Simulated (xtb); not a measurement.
C₅H₉O₂ (SMILES [CH2]C(C)OC(C)=O), doublet, at a GFN2-xTB geometry. Base run: GFN2-xTB run with xtb.

Here is a job for xtb.
```
$ xtb mol.xyz --gfn 2 --uhf 1 --json

# file mol.xyz
16

C     -1.93226118    -0.87877838    -1.08309144
C     -1.16615806    -0.14511909    -0.07081910
C     -1.75632854     1.22564485     0.26526519
O      0.19073755     0.01307569    -0.54660046
C      1.17683098    -0.11673203     0.33964215
C      2.51978152     0.05901122    -0.32114520
O      1.00976696    -0.36191531     1.50618197
H     -1.44871035    -1.62616847    -1.67889592
H     -2.96093549    -0.64248765    -1.26083837
H     -1.08549622    -0.72327435     0.87341570
H     -1.76997595     1.85092644    -0.62406514
H     -2.77012522     1.10472935     0.63505391
H     -1.15615889     1.71025297     1.03154598
H      2.90572232    -0.92450228    -0.58295465
H      2.41993657     0.65210946    -1.22451736
H      3.21051858     0.52497187     0.37549431
```

The base run was repeated with changes; each row names its change, and settings that it needs were set with it.

| change | ΔE vs base (kJ/mol) | dipole (D) | SCF cycles |
|---|---|---|---|
| base | 0.00 | 2.04 | 10 |
| acc = 0.1 | 0.00 | 2.04 | 12 |
| alpb = ch2cl2 | -32.8 | 2.34 | 10 |

ALPB and GBSA are two models with their own fitted parameters for each solvent, which aren't always the measured dielectric constant.
